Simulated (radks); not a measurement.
Problem. All-electron atom: Cl+ in [Ne] 3s2 3p4. Method: scalar-relativistic Kohn-Sham, SCAN, spin-polarised, spherical densities, finite nucleus; open shells are filled with parallel spins first; meta-GGA in the generalised Kohn-Sham scheme; Fermi nuclear charge, rms radius 3.3654 fm; computed with a radial shooting solver on a logarithmic mesh with Libxc functionals. Some entries of the table are withheld. Estimate them.

| orbital | occ. | eigenvalue (eV) | <r> (bohr) | r(max) (bohr) |
|---|---|---|---|---|
| 1s up | 1 | -2779.079 | 0.09100 | 0.05948 |
| 1s down | 1 | -2778.555 | 0.09098 | 0.05948 |
| 2s up | 1 | -270.9036 | 0.4422 | 0.3609 |
| 2s down | 1 | -270.6160 | 0.4423 | 0.3612 |
| 2p up | 3 | -207.8542 | 0.4058 | (1) |
| 2p down | 3 | -207.2783 | 0.4059 | (2) |
| 3s up | 1 | -34.3086 | 1.489 | (3) |
| 3s down | 1 | -31.3297 | 1.507 | (4) |
| 3p up | 3 | -20.8844 | 1.685 | 1.387 |
| 3p down | 1 | -18.1052 | 1.728 | 1.396 |

Solution. 
(1) 2p up r(max) (bohr): 0.3017
(2) 2p down r(max) (bohr): 0.3021
(3) 3s up r(max) (bohr): 1.268
(4) 3s down r(max) (bohr): 1.272
